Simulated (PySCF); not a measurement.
**Radial density of Ta (tantalum, neutral)**

TPSS, [Xe] 4f14 5d2 6s2 6p1, one real determinant (an excited configuration). Calculation: PySCF 2.14, in aug-cc-pVTZ-PP with one added diffuse shell each of s, p, d, f, g type with ECP60MDF (7s7p6d4f3g, 113 functions); scalar relativity through the core potential. This is the valence pseudo-density: the core potential removes the inner electrons and smooths the orbitals near the nucleus.

| r (bohr) | 4πr²ρ (e/bohr) | 4πr²(ρα − ρβ) |
| --- | --- | --- |
| 0.246 | 0.0002610 | 0.0000 |
| 0.414 | 0.05087 | 0.0016 |
| 0.696 | 3.423 | 0.0999 |
| 1.17 | 9.547 | 0.7645 |
| 1.97 | 3.100 | 0.9418 |
| 3.31 | 1.175 | 0.5901 |
| 5.57 | 0.2330 | 0.1641 |
| 9.37 | 0.009221 | 0.0087 |
| 15.8 | 5.076e-05 | 0.0000 |

⟨L²⟩ = 15.58 against 20 for a pure G term, so this real determinant mixes terms. Energies and moments cover only the electrons outside the core potential. Spin-orbit coupling, absent here, splits the open shell strongly. ⟨S²⟩ = 4.31 against 3.75 shows spin contamination. The s, p, d and f populations moved away from the nominal configuration during the SCF.
